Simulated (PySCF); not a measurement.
NICS in isomers of C5H7O2P.

NICS is the negative of the GIAO shielding at a point without a nucleus: at the ring centre (0) and 1 Å above and below it (1); zz is the component along the ring normal. Level: GIAO PBE0/pcSseg-1 (PySCF, non-relativistic, gas phase) on the PBE0-D3(BJ)/def2-SVP geometries, one conformer each. Atom numbers follow the mapped SMILES.

Task: Order these rings by mean NICS(1)zz, lowest (most negative) first (ppm).
A. ring C3–C4–P5–C6–O8 in `[CH3:1][O:2][c:3]1[cH:4][p:5][c:6]([CH3:7])[o:8]1`
B. ring C3–O4–C5–P6–C7 in `[CH3:1][O:2][c:3]1[o:4][cH:5][p:6][c:7]1[CH3:8]`
C. ring C4–C5–C6–C7–O8 in `[OH:1][CH2:2][PH:3][c:4]1[cH:5][cH:6][cH:7][o:8]1`

Result: C (-27.0), B (-21.4), A (-20.3).

```json
{"SMILES": "OCPc1ccco1", "ring": "5-membered ring with O; formal bonds all aromatic", "NICS(0)": "-11.7", "NICS(1)": "-10.5", "NICS(1)zz": "-27.0", "HOMA": "0.40", "rms pucker (Å)": "0.00", "ring atoms with four or more neighbours": "0"}
{"SMILES": "COc1ocpc1C", "ring": "5-membered ring with O and P; formal bonds all aromatic", "NICS(0)": "-11.1", "NICS(1)": "-9.7", "NICS(1)zz": "-21.4", "HOMA": "0.36", "rms pucker (Å)": "0.00", "ring atoms with four or more neighbours": "0"}
{"SMILES": "COc1cpc(C)o1", "ring": "5-membered ring with O and P; formal bonds all aromatic", "NICS(0)": "-10.5", "NICS(1)": "-9.2", "NICS(1)zz": "-20.3", "HOMA": "0.32", "rms pucker (Å)": "0.00", "ring atoms with four or more neighbours": "0"}
```

NICS(0) gives the same order. The isotropic NICS(1) gives the same order. HOMA uses Krygowski's 1993 parameters. NICS(1) and NICS(1)zz are means over the two faces.
